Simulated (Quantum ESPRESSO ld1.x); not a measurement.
Values are calculated unless marked as measured or tabulated.
Question: These are the eigenvalues of the occupied orbitals of an atom or ion with whole-number occupations (hartree). Level of theory: Dirac Kohn-Sham, relativistic LDA (MacDonald-Vosko exchange, VWN5 correlation), spin-unpolarised, spherical densities, point nucleus (ld1.x of Quantum ESPRESSO 7.5).

1s1/2: -201.419
2s1/2: -27.2331
2p1/2: -23.8350
2p3/2: -23.5742
3s1/2: -7.04276
3p1/2: -6.06342
3p3/2: -6.02275

Which element is it, and in what charge state? The configuration may be excited. Open shells, if any, are shared by 2j + 1.

Answer: Z = 23, vanadium, charge +7: V7+ in [Ne] 3s2 3p4. The list shows which subshells hold electrons but not how many an open one holds; the 1s level, -201.42 hartree, gives Z - s = 20.1 by -(Z - s)^2/2, which with screening and relativity narrows Z to a few neighbours, and the depths of the outer levels then fix element, charge and occupations together.
